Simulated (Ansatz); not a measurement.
Question: Name a neutral molecule of C, O, Zr and H with HOMO energy (PBE0/def2-TZVPP) between -7.40 and -7.10 eV and HOMO energy (PBE/def2-TZVPP) between -6.15 and -5.85 eV (Ansatz, PBE0-D4/def2-TZVP geometry).

Answer: `[CH3][Zr]([CH3])([CH3])[OH]` (-7.24 eV, -5.92 eV). Other molecules can fit too; these were computed, each in one conformer that needn't be the lowest.
